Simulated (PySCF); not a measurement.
# Reading the logs of faulty runs: Al2CClH4

These are calculations, not measurements. The program is PySCF 2.14.0, an open-source quantum chemistry code, run on an isolated molecule that a program drew, which may never have been made. The molecule is Al2CClH4 (charge 0, doublet), drawn as the SMILES string `[AlH][CH2][AlH][Cl]`.

Each row is a Hartree-Fock (HF) and frozen-core CCSD(T) single point in the cc-pV(D+d)Z basis, meant for a local HF minimum. Run 1 is clean. Each other run has one planted mistake out of seven kinds, and not every kind appears here: one electron removed, one electron added, multiplicity raised by two, geometry at a saddle point, minimal basis STO-3G, one bond length entered in bohr, all coordinates scaled. The reference is restricted for singlets and unrestricted otherwise, and also for a bond in bohr. Adding or removing an electron swaps singlet and doublet. Electrons count all cores. HOMO and LUMO are orbital energies over both spins, the gradient is its largest component, and the lowest frequency (negative if imaginary) is given only where the gradient is small. Bond lengths are over the 7 bonds as drawn. T1 is the CCSD diagnostic: over 0.02 (restricted) or 0.045 (unrestricted) a single reference is doubtful.

Geometry of the clean run:
```xyz
8
Al2CClH4, angstrom
Al   -0.8205    0.6662    1.3114
C     0.5305   -0.5438    0.5402
Al    1.2243   -0.2045   -1.2327
Cl   -0.0186   -0.5965   -2.9109
H    -2.3608    0.3350    1.0726
H     0.0489   -1.5337    0.5204
H     1.3925   -0.5818    1.2200
H     2.6452    0.3842   -1.5490
```

```
run,electrons,basis functions,<S^2>,HOMO (eV),LUMO (eV),gradient (hartree/bohr),lowest frequency (cm^-1),mean bond (Å),longest bond (Å),T1,HF (hartree),CCSD(T) (hartree),mistake
1,53,103,0.754,-8.02,0.68,5.4e-06,22,1.6275,2.125,0.0126,-983.58957,-984.03967,no fault
2,53,103,3.770,-5.57,-2.45,7.9e-02,-,1.6275,2.125,0.0418,-983.43213,-983.87237,multiplicity raised by two
3,53,36,0.755,-4.58,7.33,4.0e-02,-,1.6275,2.125,0.0093,-972.38503,-972.52550,minimal basis STO-3G
4,53,103,1.448,-8.06,0.26,1.9e-02,-,1.7671,2.125,0.0573,-983.46669,-983.91360,one bond length entered in bohr
5,52,103,0.000,-15.24,-6.56,4.8e-02,-,1.6275,2.125,0.0147,-983.32116,-983.76944,one electron removed
6,53,103,0.756,-8.19,0.52,3.0e-02,-,1.7138,2.237,0.0138,-983.57362,-984.02754,?
```

**Which mistake was planted in run 6, and what did it cost?**

The mean and the longest bond both change by the same factor, 1.053, and the gradient is no longer small. So the mistake is: all coordinates scaled. Subtracting run 1 and multiplying by 627.51 kcal/mol a hartree, the energy moved by 10.0 kcal/mol in HF and 7.6 kcal/mol in CCSD(T).

Cautions from the logs. Run 4: T1 is over the limit, so its CCSD(T) energy is less reliable.
